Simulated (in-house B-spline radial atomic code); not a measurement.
Relativistic effects in the molybdenum ion Mo¹⁸⁺, [Ar] 3d6: non-relativistic Hartree-Fock (point nucleus) against Dirac-Hartree-Fock (Fermi nucleus of rms radius 4.4091 fm), both averages of the configuration, computed with a radial B-spline atomic code at the basis-set limit.

| orbital | ε NR (Eh) | ε Dirac (Eh) | <r> NR (bohr) | <r> Dirac (bohr) | change of <r> (%) |
| --- | --- | --- | --- | --- | --- |
| 1s1/2 | -742.49 | -760.78 | 0.0363 | 0.03516 | -3.1 |
| 2s1/2 | -123.77 | ? | 0.1578 | ? | ? |
| 2p1/2 | -115.45 | -119.33 | 0.1355 | 0.1303 | -3.8 |
| 2p3/2 | -115.45 | -115.37 | 0.1355 | 0.1348 | -0.5 |
| 3s1/2 | -36.945 | -37.938 | 0.4181 | 0.4078 | -2.5 |
| 3p1/2 | -33.64 | -34.475 | 0.4093 | 0.399 | -2.5 |
| 3p3/2 | -33.64 | ? | 0.4093 | ? | ? |
| 3d3/2 | -28.3 | -28.308 | 0.3744 | 0.3728 | -0.4 |
| 3d5/2 | -28.3 | -28.159 | 0.3744 | 0.3754 | +0.3 |

Q: What happens to 3p3/2?

A: Its energy goes to -33.719 hartree and <r> to 0.4073 bohr (-0.49 %).

Q: What happens to 2s1/2?

A: Its energy goes to -128.18 hartree and <r> to 0.1525 bohr (-3.33 %).

Q: What explains the pattern of contraction and expansion?

A: Expansion is seen in 3d5/2. The s and p1/2 orbitals contract directly, screen the nucleus better, and so push out orbitals that have little density near the nucleus; spin-orbit coupling adds to this for j = l + 1/2 and opposes it for j = l - 1/2.

Q: By how much does the total energy change?

A: By -71.545 hartree, from -3816.439 to -3887.984.
